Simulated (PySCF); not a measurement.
C4H6F2, SMILES C/C(F)=C(\C)F. Atoms are numbered in the order given.

```xyz
12

C      1.6021     0.0000    -1.1344
C      0.6699     0.0000     0.0269
F      1.3096     0.0000     1.2147
C     -0.6699     0.0000     0.0269
C     -1.6021     0.0000    -1.1344
F     -1.3096     0.0000     1.2147
H      2.2561     0.8875    -1.0964
H      1.0710     0.0000    -2.0939
H      2.2561    -0.8875    -1.0964
H     -2.2561    -0.8875    -1.0964
H     -2.2561     0.8875    -1.0964
H     -1.0710     0.0000    -2.0939
```
Charge 0, spin multiplicity 1.

Geometry optimised at B3LYP-D3(BJ)/def2-SVP.

Method: PySCF with TDDFT-PBE/def2-SVPD.

Vertical excitations. Isolated molecule, no solvent. State labels are in the subgroup C2v.

Computed lowest excited states:
| state | symmetry | energy (eV) | λ (nm) | f | main pairs |
|---|---|---|---|---|---|
| S1 | B2 | 5.44 | 228 | 0.000 | HOMO→LUMO+1 99 % |
| S2 | B2 | 6.31 | 197 | 0.010 | HOMO→LUMO+2 99 % |
| S3 | A2 | 6.33 | 196 | 0.000 | HOMO→LUMO+3 100 % |
| S4 | B1 | 6.88 | 180 | 0.450 | HOMO→LUMO 89 % |
| S5 | B2 | 6.93 | 179 | 0.000 | HOMO→LUMO+4 100 % |
| S6 | A1 | 7.73 | 160 | 0.002 | HOMO→LUMO+5 98 % |
| S7 | A2 | 7.74 | 160 | 0.000 | HOMO→LUMO+6 100 % |
| S8 | A1 | 8.21 | 151 | 0.001 | HOMO→LUMO+8 97 % |
| S9 | B1 | 8.32 | 149 | 0.017 | HOMO→LUMO+7 89 % |
| S10 | B2 | 8.33 | 149 | 0.019 | HOMO→LUMO+9 99 % |
| T1 | B1 | 4.34 | 286 | 0 | HOMO→LUMO 99 % |
| T2 | B2 | 5.30 | 234 | 0 | HOMO→LUMO+1 98 % |
| T3 | B2 | 5.98 | 207 | 0 | HOMO→LUMO+2 98 % |
| T4 | A2 | 6.24 | 199 | 0 | HOMO→LUMO+3 100 % |
Triplets are in the Tamm–Dancoff approximation, which puts them higher than full response would, so one can lie above its singlet here.
